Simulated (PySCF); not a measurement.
# How the method changes the constants of GaCl⁻

State: ²Π (doublet), unpaired electrons π ↑. Set-up: Ga def2-TZVPPD, Cl def2-TZVPPD; no relativity (PySCF 2.14). De refers to Ga + Cl⁻ in their high-spin ground configurations, without counterpoise correction. The functionals are run spin-unrestricted. A positive dipole points towards Cl; it is taken about the centre of mass and depends on that origin.

```
      Level  Re (Å)  ωe (cm⁻¹)  De (eV)  μ (D)  CPU s a point (SCF and correlation, without the integrals)
        UHF   2.462        211      n/a  -0.99                                                         2.4
    UHF-MP2   2.394        247     1.37    n/a                                                         4.3
UHF-SCS-MP2   2.415        238     1.28    n/a                                                         n/a
   UHF-CCSD   2.407        242      n/a    n/a                                                         n/a
UHF-CCSD(T)   2.402        246     1.35    n/a                                                         220
        LDA   2.349        262     1.76  -0.24                                                         1.6
        PBE   2.425        232     1.41  -0.63                                                         2.2
     revPBE   2.451        222     1.27  -0.75                                                         1.4
     r²SCAN   2.389        247     1.50  -0.36                                                         3.2
       PBE0   2.403        240     1.40  -0.58                                                         4.8
        M06   2.432        223     1.32  -1.03                                                         4.7
      HSE06   2.406        238     1.41  -0.61                                                         4.3
  BHandHLYP   2.431        226      n/a  -0.97                                                         2.9
     B2PLYP   2.426        231     1.27  -0.86                                                         4.4
```

The bond length runs from 2.349 Å (LDA) to 2.462 Å (UHF). De spans 1.27 eV (revPBE, GGA) to 1.76 eV (LDA, local density).

Correlated steps freeze 14 core orbitals. Spin–orbit coupling is left out. For an ion De counts to the pair picked by the measured ionisation energies or electron affinities, which need not be the lowest pair at this level. The highest Kohn–Sham level is positive in this anion. Much of that is self-interaction error, but it also means that the finite basis helps to hold the extra electron. B2PLYP dipoles, levels and charges come from its SCF part alone. The state is the lowest determinant that a PBE0 search found; another state may lie lower at other levels.

The whole job (state search and all levels along the bond) took about 20 min on 2 threads of Arm Neoverse V1 (shared host), peak memory 4.7 GiB.
